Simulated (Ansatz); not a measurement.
HNaO (SMILES [OH][Na]) moved off its minimum; all values from Ansatz (a quantum-chemistry and plane-wave program), cores frozen in correlated methods.
(charge 0, multiplicity 1)
```xyz
3

Na     0.11915    -0.01015    -0.92148
O     -0.03872     0.03895     0.98470
H     -0.01759    -0.02013     1.97101
```

```
level                largest force (eV/Å)  on atom  rms difference from CCSD(T)/def2-TZVPPD (eV/Å)  dipole (D)
-------------------  --------------------  -------  ----------------------------------------------  ----------
HF/def2-TZVPP                        3.23       O2                                           0.510        6.54
PBE/def2-TZVPP                       1.67       O2                                           0.291        5.94
r2SCAN/def2-TZVPP                    2.02       O2                                           0.173        6.21
B3LYP/def2-TZVPP                     1.98       O2                                           0.185        6.12
wB97M-V/def2-TZVPP                   2.09       O2                                           0.164        6.19
MP2/def2-TZVPPD                      2.41       O2                                           0.024        6.71
CCSD(T)/def2-TZVPPD                  2.37       O2                                           0.000        6.73
```

The differences count from one level among others, with limits of its own. Forces at CCSD(T)/def2-TZVPPD (eV/Å):

| atom | Fx | Fy | Fz |
|---|---|---|---|
| Na1 | 0.041 | -0.006 | -0.660 |
| O2 | 0.022 | -0.118 | 2.371 |
| H3 | -0.063 | 0.124 | -1.711 |
